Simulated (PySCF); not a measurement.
Compound: C6H11O (doublet state).
Bonds: C1–C2, C2–C3, C3–C4, C4–C5, C5–O6, O6–C7, C1–C7. Hydrogens: H8 on C1; H9, H10 on C2; H11, H12 on C3; H13, H14 on C4; H15, H16 on C5; H17, H18 on C7.

The species is `[CH]1CCCCOC1` [radical].

Computed, not measured: UKS B3LYP, IGLO-III on C O, pcH-1 on H, non-relativistic, mean-field spin-orbit, GIAO (PySCF 2.14.0). Isolated species at its PBE0-D3(BJ)/def2-SVP geometry (one conformer only). No stability test was run, so a lower SCF solution isn't excluded.

**Question.** Break the g tensor into its mass correction, gauge correction and orbital-Zeeman/spin–orbit terms.

**Answer.** 
```tsv
Δg (ppm)	1	2	3
relativistic mass correction	-142	-142	-142
gauge correction	18	35	41
orbital Zeeman/spin–orbit	-94	516	685
total	-218	409	584
```

So g = 2.00210, 2.00273, 2.00290 and g_iso = 2.00258; the tensor is rhombic: the two nearest values differ by 22 % of g3 − g1. Axes: g2 points within 12° of the C1–C7 bond.

**Question.** What effective moment and Curie constant follow for a powder?

**Answer.** With the mean of g² = 4.0103 and S(S+1) = 0.75: μ_eff = √(⟨g²⟩S(S+1)) = 1.734 μB and χT = 0.12505·⟨g²⟩·S(S+1) = 0.376 cm³ K/mol (cgs; spin-Hamiltonian part alone).

**Question.** At 9.432 GHz, how far is the centre of the isotropic spectrum from where a free electron (g = 2.002319) resonates?

**Answer.** B = hν/(g μB) with μB/h = 13.99624 MHz/mT gives 336.56 mT for the free electron and 336.51 mT at g_iso, 0.04 mT lower.

**Question.** In a frozen sample, at which fields do the three g values resonate at 9.5, 34, 94 and 263 GHz (hyperfine left aside), and which band first spreads them over more than twice a line width of 1.0 mT?

**Answer.** 
| band | GHz | B(g3) mT | B(g2) mT | B(g1) mT | spread mT |
| --- | --- | --- | --- | --- | --- |
| X | 9.5 | 338.88 | 338.91 | 339.02 | 0.14 |
| Q | 34.0 | 1212.85 | 1212.96 | 1213.34 | 0.49 |
| W | 94.0 | 3353.18 | 3353.47 | 3354.52 | 1.34 |
| J | 263.0 | 9381.76 | 9382.58 | 9385.51 | 3.76 |

The spread grows in proportion to the frequency. J band is the first where it exceeds 2.0 mT.

The Mulliken spin populations are largest on C1 (+1.05), C2 (-0.09), C7 (-0.09) and H17 (+0.06). No atom but C1 exceeds +0.15. The angles at C1 add up to 359.9°, so it is planar; its axial dipolar tensor and the negative coupling of its proton fit spin in a p orbital normal to that plane.

The HOMO–LUMO gaps are 6.16 eV among the α and 5.53 eV among the β orbitals.
